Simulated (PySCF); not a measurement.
Structure from NMR data

The spectra below were simulated for a compound C$_{2}$H$_{12}$O$_{2}$Si$_{3}$.

¹H NMR (400 MHz, computed): δ 5.28 (s, 6H), 4.87 (t, 1H), 1.17 (t, 3H), 0.54 (m, 2H).

¹³C{¹H} NMR (computed): δ 13.3 (CH2), 7.1 (CH3).

PySCF calculation with geometry: GFN2-xTB and shielding tensors at PBE0/pcSseg-1 (GIAO); fast rotation and ring inversion assumed for equivalent nuclei, non-relativistic Hamiltonian, a single conformation, isolated molecule.

δ = σ(ref) − σ, references computed at the same level: ¹H (σref 31.72), ¹³C (σref 186.93) vs TMS.

Propose a structure and justify it.

Answers


1. The formula gives 0 degrees of unsaturation.
2. 2 carbon signals for 2 carbons: no two carbons are equivalent.
3. Carbon types of the structure: 1 × CH2, 1 × CH3, leaving 7 H on heteroatoms.
4. δC 13.3: sp3 CH2 bonded to Si.
5. δC 7.1: methyl carbon; saturated and bonded to C and H only.
6. δH 5.28: hydrogen on a silicon bonded to O.
7. δH 4.87: hydrogen on a silicon bonded to C, 2 O.
8. δH 1.17: hydrogen on a methyl carbon.
9. δH 0.54: hydrogen on an sp3 CH2 bonded to Si; an electropositive neighbour shields it, as in TMS itself.

These data were computed for `O([SiH](CC)O[SiH3])[SiH3]`.

The data come from this structure; uniqueness wasn't tested.

Shifts are as computed. Against solution values, carbons near 30 ppm lie about +3 ppm off and those near 130 ppm about +5 ppm. Of 1211 compounds with measured shifts, 218 miss one by over three times the rms of a fit or turn the order of signals round; such compounds aren't used in these exercises. No couplings were computed; multiplicities are counted from neighbouring protons, with m where these are inequivalent, close in shift, in a saturated or five-membered ring or joined by F or P, and br s for small geminal =CH2 splittings.
